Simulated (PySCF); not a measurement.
**Bond curve of BeBr⁻**

Set-up: Be aug-pcseg-1, Br aug-pcseg-1; no relativity (PySCF 2.14). Energies in eV from Be + Br⁻ in their ground configurations at the same level. State: ¹Σ⁺ (singlet), closed shell.

```
R (Å)  RHF-SCS-MP2  r²SCAN0
1.901      -0.3995   -0.797
1.990      -0.6246   -1.002
2.078      -0.7467   -1.108
2.145      -0.7920   -1.144
2.211      -0.8095   -1.153
2.277      -0.8074   -1.142
2.366      -0.7843   -1.107
2.476      -0.7368   -1.043
2.609      -0.6682   -0.952
2.786      -0.5758   -0.825
```

**Question.** Put a parabola through the three lowest points of the RHF-SCS-MP2 curve and estimate Re, k and ωe (reduced mass 8.089 u; 1 eV/Å² = 0.16022 mdyn/Å; ωe = 1302.8·√(k/μ) cm⁻¹).

**Answer.** Through R = 2.145, 2.211, 2.277 Å the second-order coefficient is 2.25 eV/Å², so Re ≈ 2.237 Å, k ≈ 0.721 mdyn/Å and ωe ≈ 389 cm⁻¹. A polynomial fit of higher order to the unrounded RHF-SCS-MP2 energies gives Re = 2.235 Å, k = 0.623 mdyn/Å, ωe = 362 cm⁻¹; anharmonicity and rounding make the difference.

The higher-order fit for each curve: RHF-SCS-MP2: Re = 2.235 Å, ωe = 362 cm⁻¹, De = 0.81 eV; r²SCAN0: Re = 2.204 Å, ωe = 390 cm⁻¹, De = 1.15 eV.

Correlated steps freeze 9 core orbitals. Correlated levels converge slowly with the basis: in double zeta they bind strong bonds too weakly, by up to about 1 eV, and carry superposition errors of some tenths. For an ion De counts to the pair picked by the measured ionisation energies or electron affinities, which need not be the lowest pair at this level. The highest Kohn–Sham level is positive in this anion. Much of that is self-interaction error, but it also means that the finite basis helps to hold the extra electron.
